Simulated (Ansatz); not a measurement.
A run for Ansatz (an electronic-structure program): R-B3LYP/def2-TZVPPD on HBr (SMILES Br). Files ending in .json are basis or fitting sets from the Basis Set Exchange.

Ansatz 0.2 input:
```yaml
crystal:
  periodic: [false, false, false]
  atoms:
    - {symbol: Br, position_ang: [0.03431009, -0.35400492, 4.41305852]}
    - {symbol: H, position_ang: [0.03724463, -0.10802391, 3.00501441]}
basis:
  gaussian:
    orbitals: def2-TZVPPD.json
hamiltonian:
  xc: {name: B3LYP}
scf: {lower_state_search: off}
```

The head of its log:

```
WARN ansatz: RAYON_NUM_THREADS=1 ignored (pool sized by the plan → 1); use --threads N
Functional definition: B3LYP
these checks for a lower state are left out or cut short: stability, starts, cluster_reference, orbital_swaps, neighbouring_geometries, increment
integrals: 0.01 GiB planned
515 factors; their error is unknown
mean field: 0.17 GiB planned
mean field evaluation 1: about -70063.2393 eV, gradient 7.6e0 eV
mean field evaluation 2: about -70063.3093 eV, gradient 4.3e0 eV
```

Problem. Predict the final total energy.

Solution. -2574.7905 hartree.
